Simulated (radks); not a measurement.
The numbers below are computed, except where a source is named.
Coulomb parameter of the 5d shell of neutral tungsten in the model configuration [Xe] 4f14 5d5 6s1, as a second difference U = [E(n + 0.25) + E(n - 0.25) - 2 E(n)] / (0.25)^2 with all orbitals relaxed. "Bare": the charge of the atom changes with n. "Screened": the 6s shell takes up the change at fixed total charge, which measures U(5d,5d) + U(6s,6s) - 2 U(5d,6s). Level of theory: Dirac Kohn-Sham, PBEsol, spin-unpolarised, spherical densities, finite nucleus; open shells are shared between the two j in proportion to 2j + 1; Fermi nuclear charge, rms radius 5.3658 fm (a radial shooting solver on a logarithmic mesh with Libxc functionals).

| case | configuration | E - E(n) (eV) |
|---|---|---|
| start | [Xe] 4f14 5d5 6s1 | 0.000 |
| bare +0.25 | [Xe] 4f14 5d5.25 6s1 | -0.621 |
| bare -0.25 | [Xe] 4f14 5d4.75 6s1 | 1.075 |
| screened +0.25 | [Xe] 4f14 5d5.25 6s0.75 | 0.471 |
| screened -0.25 | [Xe] 4f14 5d4.75 6s1.25 | -0.438 |

U(bare) = 7.256 eV, U(screened by 6s) = 0.521 eV. The step up makes a negative ion, whose loosely bound charge lowers the bare value.
